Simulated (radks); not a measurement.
Initial-state core-level shifts of neutral promethium when its valence configuration changes from [Xe] 4f5 6s2. Calculated with a radial shooting solver on a logarithmic mesh with Libxc functionals: scalar-relativistic Kohn-Sham, PBE, spin-polarised, spherical densities, point nucleus; open shells are filled with parallel spins first (spin-orbit coupling, left out, can overturn this in heavy ions). Shifts are changes of the shell-averaged eigenvalues in eV (positive: less bound).

valence               4s       4p       4d       5s
4f5 6s1 6p1       -1.075   -1.075   -1.073   -1.059
4f7               +4.335   +4.240   +4.067   +1.905
4f4.5 6s2 6p0.5   -5.019   -4.946   -4.815   -3.263
4f5.5 6s1.5       +3.426   +3.378   +3.291   +2.213
4f4 5d1 6s2       -7.357   -7.182   -6.869   -3.429
4f3 6s2 6p2      -22.727  -22.317  -21.609  -13.551
4f5 5d1 6s1       +1.219   +1.234   +1.263   +1.476
4f4 6s2 6p1      -10.554  -10.387  -10.091   -6.640
